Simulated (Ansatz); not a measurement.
`C=N[SiH2]F` and `C=N[SiH2]C` differ in one atom or group.

Ansatz, PBE0-D4/def2-TZVP geometries, multiplicity 1. Each molecule was computed in one conformer, which needn't be the lowest.

```
                                          property  `C=N[SiH2]F`
size of the dipole moment (ωB97M-V/def2-TZVPP) / D          1.25
             HOMO–LUMO gap (B3LYP/def2-TZVPP) / eV          5.84
           HOMO–LUMO gap (ωB97M-V/def2-TZVPP) / eV         10.92
               LUMO energy (B3LYP/def2-TZVPP) / eV         -1.49
                LUMO energy (PBE0/def2-TZVPP) / eV         -1.24
    zero-point energy (PBE0-D4/def2-TZVP) / kJ/mol         133.8
```

(1) What does the change do to each property? (Estimate.)

Answers

(1) Computed: 
```csv
property,`C=N[SiH2]C`,shift
size of the dipole moment (ωB97M-V/def2-TZVPP) / D,1.18,-0.07
HOMO–LUMO gap (B3LYP/def2-TZVPP) / eV,5.77,-0.07
HOMO–LUMO gap (ωB97M-V/def2-TZVPP) / eV,10.79,-0.13
LUMO energy (B3LYP/def2-TZVPP) / eV,-1.10,0.39
LUMO energy (PBE0/def2-TZVPP) / eV,-0.84,0.40
zero-point energy (PBE0-D4/def2-TZVP) / kJ/mol,221.2,87.4
```

With PBE0 the HOMO rises by 0.48 eV and the LUMO rises by 0.40 eV, so the gap narrows by about 0.08 eV. PBE moves the HOMO by 0.45 eV and ωB97M-V by 0.48 eV. The zero-point energy changes by 87.4 kJ/mol with +9 modes. Dipoles are sizes alone; their direction can turn.

B3LYP here is the variant with VWN-RPA as its local correlation; programs differ in this.
